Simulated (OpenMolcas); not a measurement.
## 5d⁵ along the 73-electron sequence

```
Program             : OpenMolcas 26.06
Method              : SS-CASPT2, IPEA 0.25 Eh, imaginary shift 0.1 Eh
Basis               : ANO-RCC-VTZP
Scalar Hamiltonian  : DKH2, point nucleus
Spin-orbit coupling : state interaction with AMFI integrals over the reference wave functions, term energies averaged over their components
```

Active space for each ion: 5 electrons in 10 orbitals (5d 6d); closed shells correlated by CASPT2: 5s 5p.

Computed levels in cm-1 above ⁶S_5/2:

```tsv
Level	Os3+	Ir4+	Pt5+	Au6+
⁴G_7/2	21590	23500	25530	27650
⁴G_11/2	22790	25060	27430	29920
⁴G_9/2	23420	25970	28650	31570
⁴P_1/2	24790	27520	30370	33410
⁴D_7/2	27530	30940	34570	38600
⁴D_1/2	30870	35230	39850	45150
²I_11/2	32980	36670	40680	45250
²I_13/2	36020	40440	45120	50430
²H_9/2	41700	46650	51960	57800
weight of ⁶S in the lowest level (%)	89	85	81	75
```

Mixed levels, with the weight of the term that names them: Os3+ ⁴G_7/2 (69 %), Os3+ ⁴P_1/2 (61 %), Os3+ ⁴D_7/2 (72 %), Os3+ ⁴D_1/2 (65 %), Os3+ ²H_9/2 (51 %), Ir4+ ⁴G_7/2 (64 %), Ir4+ ⁴P_1/2 (60 %), Ir4+ ⁴D_7/2 (65 %), Ir4+ ⁴D_1/2 (65 %), Ir4+ ²I_11/2 (73 %), Ir4+ ²H_9/2 (52 %), Pt5+ ⁴G_7/2 (60 %), Pt5+ ⁴G_11/2 (74 %), Pt5+ ⁴P_1/2 (59 %), Pt5+ ⁴D_7/2 (59 %), Pt5+ ⁴D_1/2 (66 %), Pt5+ ²I_11/2 (70 %), Pt5+ ²H_9/2 (52 %), Au6+ ⁶S_5/2 (75 %), Au6+ ⁴G_7/2 (55 %), Au6+ ⁴G_11/2 (69 %), Au6+ ⁴G_9/2 (74 %), Au6+ ⁴P_1/2 (59 %), Au6+ ⁴D_7/2 (50 %), Au6+ ⁴D_1/2 (68 %), Au6+ ²I_11/2 (67 %), Au6+ ²H_9/2 (52 %).

⁴G_7/2 changes by a factor of 1.28 over the same range, with steps per unit of Z of +1910, +2030, +2120 cm-1.

CASPT2 breaks the degeneracy within a term, and the mean is taken; among the terms shown or strongly mixed into the levels shown the widest spread is 170 cm-1 (5d⁵ ⁴F, Pt5+). Active for correlation alone: 6d; no level in the range computed is led by a configuration that fills it, so any true level of that kind is missing. Only configurations of the active space appear.
